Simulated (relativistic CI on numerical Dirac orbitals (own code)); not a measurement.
# Spin-allowed bands of a d2 ion in a tetrahedral site, by hand

Problem. Take Δ = 6300 cm⁻¹ and B = 940 cm⁻¹ for a d2 ion in a tetrahedral site. Calculate the three spin-allowed bands.

Working.
1. The terms of highest spin are 3F (energy 0) and 3P (15B = 14100 cm⁻¹). Here the F term splits into A2 at −1.2Δ = -7560, T2 at −0.2Δ = -1260 and T1 at +0.6Δ = 3780 cm⁻¹.
2. The two T1 states mix through the element 0.4Δ: H = [[3780, 2520], [2520, 14100]], with roots ½(H₁₁ + H₂₂) ∓ ½√[(H₂₂ − H₁₁)² + 4H₁₂²] = ½(17880) ∓ ½(11485) = 3198 and 14682 cm⁻¹.
3. The ground term is 3A2 at -7560 cm⁻¹.
4. Bands: 3T2 6300 cm⁻¹ (1587 nm), 3T1(F) 10758 cm⁻¹ (930 nm), 3T1(P) 22242 cm⁻¹ (450 nm).

Check. Exact diagonalisation of the whole d2 shell with these parameters gives 3T2 6300, 3T1 10758, 3T1 22242 cm⁻¹. The match is exact, since without spin-orbit coupling no other term has this spin. The ratio of the second band to the first, 1.708, depends on Δ/B = 6.7 alone, which is how a Tanabe-Sugano diagram is read.
